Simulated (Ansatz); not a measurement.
Frontier orbitals of C4H8O4Ti (`[CH3][Ti-]1([OH])([OH])[O]C=CC=[O+]1`).

Total charge 0; spin multiplicity 1. Correlated methods include outer-core shells of Ti, which these sets cover unevenly. Scalar relativity is left out up to krypton. Geometry: relaxed with PBE0-D4/def2-TZVP. It is one conformer, not always the lowest. Basis def2-TZVPP, the Gaussian-basis code of Ansatz.

Orbital energies of one run (eV). Highest occupied ones, from the top: -6.31, -6.65, -7.03, -7.75, -7.93, -8.03, -8.34, -8.76, -9.51, -9.65, -10.20, -11.09, -11.23, -11.74. Empty: -2.81, -2.18, -1.99, -1.53, -0.84, -0.20.

Which functional gave them?
A. PBE0
B. r2SCAN0
C. BHLYP
D. B97M-V

D. HOMO energies: B97M-V -6.31, r2SCAN0 -7.51, PBE0 -7.31, BHLYP -8.50 eV.
